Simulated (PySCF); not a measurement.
C₃O₃Ru, SMILES [O+]#[C-]->[Ru](<-[C-]#[O+])<-[C-]#[O+], multiplicity 1.

Geometry: PBE0-D3(BJ)/def2-SVP. The multiplicity is an assumed one; other spin states were not compared. The def2 effective core potentials stand for the cores of Ru; spin–orbit coupling is left out.

The numbers are results of PBE0-D3(BJ)/def2-SVP run with PySCF 2.14.0, not measurements.

Frequencies are harmonic and unscaled.

Computed harmonic wavenumbers and intensities:
```csv
mode,ν (cm⁻¹),IR (km/mol),moving atoms (share of kinetic energy)
1,58,1.8,"O 74 %, Ru 19 %"
2,90,0.5,"O 76 %, Ru 20 %"
3,102,0.8,"O 86 %, C 9 %"
4,338,1.1,"C 77 %, O 22 %"
5,347,1.9,"C 75 %, O 25 %"
6,411,55.2,"C 43 %, O 36 %, Ru 21 %"
7,429,1.1,"C 78 %, O 21 %"
8,471,1.0,"O 51 %, C 39 %, Ru 11 %"
9,519,7.1,"C 77 %, O 22 %"
10,558,0.1,"C 60 %, O 34 %"
11,609,20.8,"C 75 %, O 13 %, Ru 12 %"
12,631,29.2,"C 58 %, Ru 22 %, O 20 %"
13,2103,1853.5,"C 58 %, O 42 %"
14,2104,792.7,"C 60 %, O 40 %"
15,2194,159.6,"C 62 %, O 38 %"
```
